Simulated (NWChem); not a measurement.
CH2F4Si; SMILES F[SiH](F)C(F)F

```xyz
8

F     -0.0791    -1.6645     1.1146
C      0.3971    -1.0129     0.0000
F     -0.0791    -1.6645    -1.1146
Si    -0.3297     0.7466     0.0000
F      0.2141     1.5156    -1.2959
F      0.2141     1.5156     1.2959
H      1.4906    -1.1014     0.0000
H     -1.8032     0.7157     0.0000
```
Atoms are numbered in this order, from 1.

All runs: NWChem. Structure relaxed at the B3LYP/6-31G* (spherical d) level. Atomic charges in e: unrestrained fits to the electrostatic potential beside Mulliken populations; buried atoms are poorly determined by the fit.

### Question
Predict the results for B3LYP/def2-SVP. Quantities: ESP F1; Mulliken F1; ESP C2; Mulliken C2; ESP F3; Mulliken F3; ESP Si4; Mulliken Si4; ESP F5; Mulliken F5; relative RMS misfit of the potential (%).

### Answer
| Property | Value |
|---|---|
| ESP F1 | -0.24 |
| Mulliken F1 | -0.24 |
| ESP C2 | 0.31 |
| Mulliken C2 | 0.27 |
| ESP F3 | -0.24 |
| Mulliken F3 | -0.24 |
| ESP Si4 | 0.79 |
| Mulliken Si4 | 0.91 |
| ESP F5 | -0.30 |
| Mulliken F5 | -0.32 |
| relative RMS misfit of the potential (%) | 24 |
